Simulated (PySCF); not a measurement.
Sn(Me)2(Cl) (C2H6ClSn), SMILES [CH3][Sn]([CH3])[Cl], multiplicity 2. Geometry optimised at PBE-D3(BJ)/def2-SVP. The spin state was assumed, not searched. The isomer is the one that the SMILES or the coordinates give; other isomers of the formula were not compared. The def2 effective core potentials stand for the cores of Sn; spin–orbit coupling is left out.

Problem. Give the equilibrium geometry at PBE-D3(BJ)/def2-SVP (PySCF confirms it by a frequency run) as Cartesian coordinates in Å, and its point group. (An estimate is asked for; the answer gives what the named calculation found.)

Solution. point group Cs.
```xyz
10

Sn    -0.2940    -0.3442     0.0000
C     -1.0719     0.6589    -1.8012
H     -0.7896     1.7272    -1.7197
H     -2.1731     0.5523    -1.8359
H     -0.6163     0.2166    -2.7059
C     -1.0719     0.6589     1.8012
H     -0.7896     1.7272     1.7197
H     -0.6163     0.2166     2.7059
H     -2.1731     0.5523     1.8359
Cl     2.0425     0.2537     0.0000
```
Charge 0, spin multiplicity 2.
